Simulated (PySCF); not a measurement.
¹⁵N chemical shifts

- shieldings: GIAO PBE0/pcSseg-1
- GFN2-xTB geometry
- code: PySCF 2.14
- a single conformation, fast rotation and ring inversion assumed for equivalent nuclei, no relativistic terms, isolated molecule

Shieldings were converted by a linear fit to measured shifts: ¹⁵N (scatter 6.3 ppm rms vs CH3NO2, solution or neat liquid). A few per cent of atoms miss by over 2 rms, more outside the fitted compound classes.

Q: Give the ¹⁵N shifts of `CSc1ncn[nH]1`.

A: 
```tsv
compound	environment	δ (ppm)
[CH3:1][S:2][c:3]1[n:4][cH:5][n:6][nH:7]1	N6: pyridine-type nitrogen of an azole	-90.0
[CH3:1][S:2][c:3]1[n:4][cH:5][n:6][nH:7]1	N4: pyridine-type nitrogen of an azole	-137.6
[CH3:1][S:2][c:3]1[n:4][cH:5][n:6][nH:7]1	N7: pyrrole-type ring nitrogen	-194.8
```

Q: Order these by ¹⁵N shift, lowest first.
A. CC(=O)c1ccncc1
B. C=NC1=CCS(=O)(=O)C1
C. O=CN[C@]12C=C[C@H]1C=C2

A: C (-264.3 ppm, amide-type nitrogen), A (-45.4 ppm, pyridine-type ring nitrogen), B (-24.3 ppm, imine nitrogen).
